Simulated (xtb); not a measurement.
Al(F)(OMe)(NH2) (CH5AlFNO), SMILES C[O][Al]([F])[NH2]. All values are semi-empirical tight-binding results from xtb (GFN2-xTB unless named), good for trends rather than for accurate numbers. The structure is a stationary point at GFN2-xTB. The structure was generated by enumeration; whether it is a known compound was not checked. Other conformers were not sampled.

Optimised geometry:

```xyz
10

Al    -0.2553     0.3127     0.3423
F     -1.9010     0.4397     0.3683
O      0.4096    -0.6944    -0.7686
C      1.0746    -1.5175    -1.6788
H      1.1181    -2.5392    -1.2938
H      0.5447    -1.5210    -2.6345
H      2.0937    -1.1562    -1.8393
N      0.7041     1.2475     1.4985
H      0.3087     1.8763     2.1784
H      1.7093     1.2446     1.5563
```
Charge 0, spin multiplicity 1.

The geometry has at least one imaginary mode, so it is a saddle point at that level.

For metal compounds this method's bond lengths and energies can be far off.

```
Quantity       Value
-----------  -------
orbital gap  3.79 eV
```

Computed atomic charges and the Wiberg bond orders between heavy atoms:
charges (e) Al1 0.42, F2 -0.26, O3 -0.33, C4 0.05, H5 0.05, H6 0.05, H7 0.04, N8 -0.38, H9 0.18, H10 0.18. Bond orders Al1–F2 1.21, Al1–O3 1.34, O3–C4 0.97, Al1–N8 1.32.
